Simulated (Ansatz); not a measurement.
`C=[N][GeH3]` + H₂O → `[OH][GeH3]` + `C=N` at 600 K and 1 bar (formal hydrolysis of a Ge–N bond).

Calculated with Ansatz (gas phase, PBE0-D4/def2-TZVP geometries, no zero-point term in ΔE). CBS: MP2 limit from def2 TZ/QZ plus the TZ coupled-cluster correction, frozen cores. This one scheme is used for every species. For Ge outer-core shells are correlated without core-valence functions, which leaves a few kJ/mol of doubt a bond. Scalar relativity is left out up to krypton.

| species | CCSD(T)/CBS energy (Eh) | H − E (kJ/mol) | S (J/(mol·K)) |
| --- | --- | --- | --- |
| `C=[N][GeH3]` | -2171.83462 | 184.6 | 360.4 |
| H₂O | -76.37941 | 76.8 | 212.8 |
| `[OH][GeH3]` | -2153.69723 | 132.5 | 324.6 |
| `C=N` | -94.52360 | 129.6 | 259.4 |

H − E and S are ideal-gas, rigid-rotor, harmonic terms from PBE0-D4/def2-TZVP. 1 Eh = 2625.50 kJ/mol, R = 8.31446 J/(mol·K).

Q: By hand: ΔE, ΔH, ΔS and ΔG.

A: ΔE = (-2153.69723) + (-94.52360) − (-2171.83462) − (-76.37941) = -0.00680 Eh = -17.9 kJ/mol. Δ(H − E) = 132.5 + 129.6 − 184.6 − 76.8 = 0.7, so ΔH = -17.2 kJ/mol. ΔS = 324.6 + 259.4 − 360.4 − 212.8 = 10.8 J/(mol·K). ΔG = -17.2 − 600 × (10.8)/1000 = -23.7 kJ/mol.

Q: By hand: the equilibrium constant, and the temperature at which ΔG would vanish if ΔH and ΔS stayed fixed.

A: log₁₀ K = −ΔG/(RT ln 10) = 2.1. ΔH and −TΔS have one sign here, so there is no such temperature.

TΔS isn't small against ΔH here. A doubt of 5 kJ/mol in ΔE shifts log₁₀ K by 0.4 here. These are equilibria of isolated gas molecules and say nothing of rates. Largest T1 diagnostic: 0.013 (customary marks: 0.02 for closed shells, 0.045 for open ones).
